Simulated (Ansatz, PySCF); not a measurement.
This Ansatz (a program for electronic structure) input computes a SVWN5/def2-TZVPD energy:

Ansatz 0.2 input:
```yaml
crystal:
  periodic: [false, false, false]
  atoms:
    - {symbol: C, position_ang: [-0.09534627, 1.33111814, 0.01210732]}
    - {symbol: C, position_ang: [-1.15115099, 0.32887739, -0.51642207]}
    - {symbol: S, position_ang: [-0.00769884, -1.07353584, 0.23359474]}
    - {symbol: C, position_ang: [1.08230038, 0.36502231, -0.12213402]}
    - {symbol: H, position_ang: [-0.18230125, 1.60497330, 1.08577572]}
    - {symbol: H, position_ang: [-0.00473891, 2.26771602, -0.56254106]}
    - {symbol: H, position_ang: [-2.06591090, 0.35397813, 0.10241114]}
    - {symbol: H, position_ang: [1.42919648, 0.31009034, -1.15886004]}
    - {symbol: H, position_ang: [1.93211740, 0.48970859, 0.55439091]}
basis:
  gaussian:
    orbitals: def2-TZVPD
hamiltonian:
  xc: {name: SVWN5}
total_charge: -1
output: {forces: true}
```

Problem. Write an input for the same energy in PySCF and say what it gives.

Solution. 
```python
from pyscf import gto, scf, dft

mol = gto.M(
    atom='''
    C    -0.09534627    1.33111814    0.01210732
    C    -1.15115099    0.32887739   -0.51642207
    S    -0.00769884   -1.07353584    0.23359474
    C     1.08230038    0.36502231   -0.12213402
    H    -0.18230125    1.60497330    1.08577572
    H    -0.00473891    2.26771602   -0.56254106
    H    -2.06591090    0.35397813    0.10241114
    H     1.42919648    0.31009034   -1.15886004
    H     1.93211740    0.48970859    0.55439091
    ''',
    basis='def2-tzvpd',
    charge=-1,
    spin=0,
    verbose=4,
)

mf = dft.RKS(mol, xc='svwn').density_fit(auxbasis='def2-universal-jkfit')
mf.grids.level = 3
mf.conv_tol = 1e-9
mf.max_cycle = 100
mf.max_memory = 1500
mf.kernel()
if not mf.converged:
    mf = mf.newton()
    mf.kernel(mf.make_rdm1())
mf.analyze()
```
It gives -513.03889 Eh, and Ansatz -513.03881 Eh, a difference of 0.08 mEh, from the treatment of integrals and grids.

It need not be the lowest isomer of its formula. Whether it binds its extra electron was not tested at this geometry.
